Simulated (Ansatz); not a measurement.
CH6NO2V (`[CH3][V]([NH2])(=[O])[OH]`). The species carries charge 0 and has multiplicity 1.

```xyz
11

C     0.098    1.558   -0.052
V     0.346   -0.436    0.148
N    -1.317   -1.112    0.446
O     1.194   -0.599    1.445
O     1.117   -0.995   -1.340
H    -0.363    1.976    0.844
H    -0.536    1.743   -0.923
H     1.082    2.007   -0.205
H    -1.653   -1.459    1.331
H    -1.967   -1.315   -0.302
H     1.999   -1.368   -1.392
```

Question: What are the harmonic wavenumbers in cm⁻¹ at PBE0-D4/def2-TZVP (Ansatz, finite differences of forces, unscaled)? (An estimate is asked.)

Answer: Ansatz gave: 164, 187, 192, 213, 237, 264, 409, 433, 484, 563, 596, 617, 623, 658, 745, 824, 1137, 1173, 1418, 1424, 1528, 3043, 3141, 3161, 3566, 3679, 3904.

Question: Is this a minimum?

Answer: Yes, all 27 modes are real.

Question: Give the ideal-gas thermochemistry at 298.15 K and 1 bar (rigid rotor, harmonic oscillator; point group C1, symmetry number 1).

Answer: Zero-point energy 205.6 kJ/mol; H(298) − E = 229.0 kJ/mol; entropy 352.9 J/(mol·K), of which translation 168.0, rotation 110.9, vibration 74.0; G(298) − E = 123.7 kJ/mol.

Question: And at 400, 500, 600, 800 and 1000 K?

Answer: 
```json
{"T (K)": "400", "H − E (kJ/mol)": "242.9", "S (J/mol/K)": "393.0", "G − E (kJ/mol)": "85.7"}
{"T (K)": "500", "H − E (kJ/mol)": "258.3", "S (J/mol/K)": "427.3", "G − E (kJ/mol)": "44.7"}
{"T (K)": "600", "H − E (kJ/mol)": "275.0", "S (J/mol/K)": "457.7", "G − E (kJ/mol)": "0.4"}
{"T (K)": "800", "H − E (kJ/mol)": "311.2", "S (J/mol/K)": "509.6", "G − E (kJ/mol)": "-96.5"}
{"T (K)": "1000", "H − E (kJ/mol)": "350.2", "S (J/mol/K)": "553.1", "G − E (kJ/mol)": "-202.9"}
```
